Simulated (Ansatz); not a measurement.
Input file for Ansatz (a program for electronic structure): R-B3LYP/def2-TZVPP on BeH2 (SMILES [BeH2]), atoms moved off the minimum.

Ansatz 0.2 input:
```yaml
crystal:
  periodic: [false, false, false]
  atoms:
    - {symbol: Be, position_ang: [-0.06512985, -0.02215733, -0.03648597]}
    - {symbol: H, position_ang: [-0.02266316, -0.01663950, 1.29459677]}
    - {symbol: H, position_ang: [0.03863492, -0.00711288, -1.35990380]}
basis:
  gaussian:
    orbitals: def2-TZVPP
hamiltonian:
  xc: {name: B3LYP}
scf: {lower_state_search: off}
output: {forces: true}
```

It printed:

```
WARN ansatz: RAYON_NUM_THREADS=1 ignored (pool sized by the plan → 1); use --threads N
Functional definition: B3LYP
these checks for a lower state are left out or cut short: stability, starts, cluster_reference, orbital_swaps, neighbouring_geometries, increment
integrals: 0.00 GiB planned
259 factors; their error is unknown
mean field: 0.07 GiB planned
mean field evaluation 1: about -432.8177 eV, gradient 1.1e1 eV
mean field evaluation 2: about -433.2001 eV, gradient 2.9e0 eV
mean field evaluation 4: about -433.2368 eV, gradient 3.0e-2 eV
mean field evaluation 8: about -433.2339 eV, gradient 5.5e-5 eV
mean field -433.23391976 eV, -15.9210528947 hartree, gradient 3.4e-7 eV, S^2 0.000000; 0 other end points of the search recorded, 0 dependent functions left out
the calculation of the forces begins
reference -433.23413129 eV, -15.9210606682 hartree; 3, 3 occupied and 44, 44 virtual orbitals, 259 factors
Total energy: -433.23413129 eV, -15.9210606682 hartree
Atom 0 at    -0.065130    -0.022157    -0.036486 Å, force     0.231052     0.032470     0.069560 eV/Å
Atom 1 at    -0.022663    -0.016640     1.294597 Å, force    -0.117083    -0.016453    -0.035891 eV/Å
Atom 2 at     0.038635    -0.007113    -1.359904 Å, force    -0.113969    -0.016016    -0.033669 eV/Å
Dipole moment:    -0.053860    -0.007574    -0.002649 e Å
Checks for a lower state left out: stability, starts, cluster_reference, orbital_swaps, neighbouring_geometries, increment
```

The run converged.

Cost: about 0.3 core-seconds (a rough figure).
